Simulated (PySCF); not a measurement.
Exercise with solution: entropy of an ideal gas

C4H4OSe, SMILES [SeH]c1ccoc1.

Geometry: PBE0-D3(BJ)/def2-SVP. Other conformers were not sampled.

PBE0-D3(BJ)/def2-SVP (PySCF) gives the harmonic wavenumbers 139, 205, 243, 359, 622, 639, 759, 808, 854, 891, 899, 951, 1047, 1118, 1220, 1242, 1261, 1416, 1554, 1615, 2427, 3284, 3304, 3309 cm⁻¹ and the rotational temperatures 0.4342, 0.0589, 0.0523 K. The molar mass is 147.05 g/mol, the symmetry number 1, the spin multiplicity 1.

Problem. Work out the entropy at 298.15 K and 1 atm in the rigid-rotor, harmonic-oscillator model.

Solution. 
Translation (Sackur–Tetrode at 1 atm): S = R[1.5 ln M + 2.5 ln T − 1.16487] = 171.0 J/(mol K).
Rotation: q = (√π/σ) T^1.5/√(θA θB θC) = 250000, S = R[ln q + 3/2] = 115.8 J/(mol K).
Vibration: with u = 1.4388 ν/T, each mode gives R[u/(e^u − 1) − ln(1 − e^−u)]:
```
ν (cm⁻¹)  modes     u  S (J/(mol K))
--------  -----  ----  -------------
139           1  0.67          11.79
205           1  0.99           8.74
243           1  1.17           7.45
359           1  1.73           4.71
622           1  3.00           1.73
639           1  3.08           1.62
759           1  3.66           1.02
808           1  3.90           0.84
854           1  4.12           0.70
891           1  4.30           0.61
899           1  4.34           0.59
951           1  4.59           0.48
1047          1  5.05           0.32
1118          1  5.40           0.24
1220          1  5.89           0.16
1242          1  5.99           0.15
1261          1  6.09           0.13
1416          1  6.83           0.07
1554          1  7.50           0.04
1615          1  7.79           0.03
```
The stiffer modes add less than 0.005 each. Sum 41.4 J/(mol K).
Spin: R ln 1 = 0.0 J/(mol K).
Total 328.2 J/(mol K); the program's own thermochemistry gives 328.2. Translation makes up 52 % and vibration 13 %. Anharmonicity, hindered rotation and orbital degeneracy are left out.
